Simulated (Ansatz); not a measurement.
The same path of BH3O + H5NSi (12 atoms, charge 0, multiplicity 1) was run 3 times with different band settings. Lost on the way: B1–O2, N6–H12. Made: B1–N6, O2–H12.

Theory: Ansatz, RHF/6-31G*.

Relaxed end points:

```xyz
12
Properties=species:S:1:pos:R:3
B -0.045 -0.556 0.443
O -0.694 -0.478 1.626
H -1.627 -0.344 1.534
H 1.126 -0.759 0.474
H -0.648 -0.528 -0.588
N 0.558 2.234 0.393
H 1.491 2.244 0.033
Si -0.617 3.309 -0.286
H -0.556 3.184 -1.753
H -1.946 2.902 0.211
H -0.435 4.739 0.054
H 0.575 2.096 1.383
```

```xyz
12
Properties=species:S:1:pos:R:3
B 0.639 0.481 -0.319
O -1.019 -0.058 2.243
H -1.751 -0.450 1.786
H 1.542 -0.238 -0.028
H -0.347 0.042 -0.828
N 0.751 1.872 -0.123
H 1.600 2.188 0.301
Si -0.472 3.074 -0.417
H -1.370 2.603 -1.482
H -1.288 3.347 0.788
H 0.171 4.343 -0.811
H -1.276 0.837 2.416
```

Common settings: movable images 5; climbing image yes; spring 5.0 eV/Å²; optimiser quadratic models (default); iteration limit 60; end points relaxed.

| run | start path | force threshold |
| --- | --- | --- |
| 1 | through a guess of the saddle point | 0.05 eV/Å |
| 2 | through a guess of the saddle point | 0.5 eV/Å |
| 3 | straight line | 0.05 eV/Å |

What does each run give, and how far can it be trusted?

Run 1: converged after 23 iterations, highest image 1.451 eV above the first end. Neighbouring images differ by up to 1.4 eV, so the band resolves the path poorly. A vibrational analysis at the climbing image gives one clearly imaginary mode, 1862i cm⁻¹: a first-order saddle point.
Run 2: converged after 7 iterations, highest image 1.613 eV above the first end. The threshold of 0.5 eV/Å is loose, so the images may lie well off the minimum-energy path. Neighbouring images differ by up to 1.5 eV, so the band resolves the path poorly. The order of the stationary point at the top wasn't checked.
Run 3: converged after 34 iterations, highest image 1.451 eV above the first end. Neighbouring images differ by up to 1.4 eV, so the band resolves the path poorly. Another band between the same ends (5 images) ends at a top of the same energy, where a vibrational analysis finds 1 clearly imaginary mode.
The orbitals stay closed-shell, which can raise the energy where a bond breaks towards radicals; this wasn't checked here.
